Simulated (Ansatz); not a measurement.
Calculated with Ansatz (gas phase, PBE0-D4/def2-TZVP geometries, no zero-point term in ΔE). CCSD(T)/CBS is the MP2 limit (def2-TZVPP, def2-QZVPP) plus CCSD(T) − MP2 in def2-TZVPP, frozen cores. For Ge outer-core shells are correlated without core-valence functions, which leaves a few kJ/mol of doubt a bond. Scalar relativity is left out up to krypton. One conformer a species, not always the lowest.

Consider the redistribution: `[NH2][GeH2][SiH2]F` + `NC[SiH2]N` → `N[SiH2]F` + `N[SiH2][CH2][GeH2][NH2]`.

```
                  species  CCSD/def2-TZVPP energy (Eh)
     `[NH2][GeH2][SiH2]F`                  -2522.71837
              `NC[SiH2]N`                   -441.23415
               `N[SiH2]F`                   -445.95086
`N[SiH2][CH2][GeH2][NH2]`                  -2518.06724
```

Work out ΔE.

ΔE = (-445.95086) + (-2518.06724) − (-2522.71837) − (-441.23415) = -0.06558 Eh = -1.78 eV. CCSD(T)/CBS gives -1.79 eV.

Largest T1 diagnostic among the species: 0.011.

In def2-TZVPP, CCSD(T) changes the Hartree–Fock value by −0.06 eV (the triples alone add −0.01 eV) and MP2 by −0.19 eV. The D4 term adds −0.07 eV with B3LYP and −0.04 eV with PBE0; it sums over pairs of atoms, weighted by their polarisabilities, and B3LYP, whose exchange is more repulsive, gets the larger term.

B3LYP here is the variant with VWN-RPA as its local correlation; programs differ in this.
